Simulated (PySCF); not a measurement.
O2Si (SMILES O=[Si]=O), singlet, at a GFN2-xTB geometry. Base run: M062X/def2-SVP in PySCF.

Here is a job for PySCF.
```python
from pyscf import gto, scf, dft, solvent

mol = gto.Mole()
mol.atom = '''
    O    -0.000000   -0.000000   -1.491084
    Si    0.000000    0.000000    0.000000
    O     0.000000    0.000000    1.491084
'''
mol.basis = 'def2-svp'
mol.charge = 0
mol.spin = 0
mol.verbose = 4
mol.build()

mf = dft.RKS(mol)
mf.xc = 'm062x'
mf.kernel()
```

The base run was repeated with changes; each row names its change, and settings that it needs were set with it.

```tsv
change	ΔE vs base (kJ/mol)	HOMO-LUMO gap (eV)
base	0.00	9.18
model = IEF-PCM; solvent = dimethylsulfoxide; lebedev_order = 41	-29.3	9.43
model = IEF-PCM; solvent = dimethylsulfoxide	-29.2	9.43
model = SS(V)PE; solvent = dimethylsulfoxide	-29.2	9.43
model = C-PCM; solvent = dimethylsulfoxide	-29.5	9.43
model = IEF-PCM; solvent = 2-propanol	-27.8	9.41
model = IEF-PCM; solvent = dimethylsulfoxide; vdw_scale = 1.0	-61.4	9.68
model = IEF-PCM; solvent = dimethylsulfoxide; vdw_scale = 1.4	-15.20	9.31
model = IEF-PCM; solvent = dimethylsulfoxide; vdw_scale = 1.1	-41.9	9.53
model = IEF-PCM; solvent = acetonitrile	-28.9	9.42
model = ddCOSMO; solvent = dimethylsulfoxide	-32.9	9.44
model = IEF-PCM; solvent = dimethylsulfoxide; lebedev_order = 11	-28.4	9.42
```

The base is the gas phase, so ΔE is the electrostatic part of solvation at a fixed geometry, without cavity and dispersion terms.
